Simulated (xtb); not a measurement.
Si(GeH3)(H)2(OH) (GeH₆OSi), SMILES O[SiH2][GeH3]. All values are semi-empirical tight-binding results from xtb (GFN2-xTB unless named), good for trends rather than for accurate numbers. Geometry: GFN2-xTB. Other conformers were not sampled.

A frequency run showed that this geometry is not a minimum.

For metal compounds this method's bond lengths and energies can be far off.

Computed properties:
| Property | Value |
|---|---|
| orbital gap | 5.18 eV |
